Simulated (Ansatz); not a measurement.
Be₉O₉⁻. Total charge -1; doublet. Geometry r2SCAN-D4/def2-SVP, that of the neutral singlet; atoms count from 1.

Cartesian coordinates in Å:
```
Be -1.843 0.697 -3.496
Be -0.520 2.945 -2.661
Be 1.051 3.812 -0.589
Be 1.249 -1.936 3.280
Be 2.131 2.899 1.759
Be 2.208 0.629 3.290
Be -1.686 -3.572 -0.625
Be -0.288 -3.594 1.732
Be -2.301 -1.880 -2.691
O 1.759 3.709 0.645
O 1.910 -0.723 3.633
O -2.292 -0.655 -3.422
O 0.293 3.734 -1.795
O 0.529 -3.058 2.771
O -1.091 -3.960 0.612
O -2.202 -3.015 -1.833
O -1.307 2.016 -3.403
O 2.401 1.952 2.791
```

The highest occupied level of the charge -1 doublet lies above zero (up to 0.74 eV). By energy differences its removal costs 0.20 eV (vertical, to the charge 0 singlet, at PBE0-D4/def2-TZVP); self-interaction error and the lack of diffuse functions both raise the level. The structure comes from a short search, and lower isomers may exist.

Question: Estimate the Mulliken populations from the PBE0/def2-TZVP orbitals of Ansatz.

Answer: 
```csv
atom,charge (e),spin (α − β)
Be1,-0.01,0.10
Be2,-0.01,0.10
Be3,-0.01,0.10
Be4,-0.01,0.10
Be5,-0.01,0.10
Be6,-0.01,0.10
Be7,-0.01,0.10
Be8,-0.01,0.10
Be9,-0.01,0.10
O10,-0.10,0.01
O11,-0.10,0.01
O12,-0.10,0.01
O13,-0.10,0.01
O14,-0.10,0.01
O15,-0.10,0.01
O16,-0.10,0.01
O17,-0.10,0.01
O18,-0.10,0.01
```
Mulliken values and Mayer orders depend strongly on the basis.

Question: Where does the spin sit?

Answer: Summed by element: Be 0.89, O 0.11, of 1 unpaired in all. Largest on single atoms: Be3 0.10, Be5 0.10, Be7 0.10.

Question: And the Mayer bond orders between bonded heavy atoms (over 0.3)?

Answer: Be1–O12 1.34 (1.43 Å); Be1–O17 1.34 (1.43 Å); Be2–O13 1.34 (1.43 Å); Be2–O17 1.34 (1.43 Å); Be3–O10 1.34 (1.43 Å); Be3–O13 1.34 (1.43 Å); Be4–O11 1.34 (1.43 Å); Be4–O14 1.34 (1.43 Å); Be5–O10 1.34 (1.43 Å); Be5–O18 1.34 (1.43 Å); Be6–O11 1.34 (1.43 Å); Be6–O18 1.34 (1.43 Å); Be7–O15 1.34 (1.43 Å); Be7–O16 1.34 (1.43 Å); Be8–O14 1.34 (1.43 Å); Be8–O15 1.34 (1.43 Å); Be9–O12 1.34 (1.43 Å); Be9–O16 1.34 (1.43 Å).
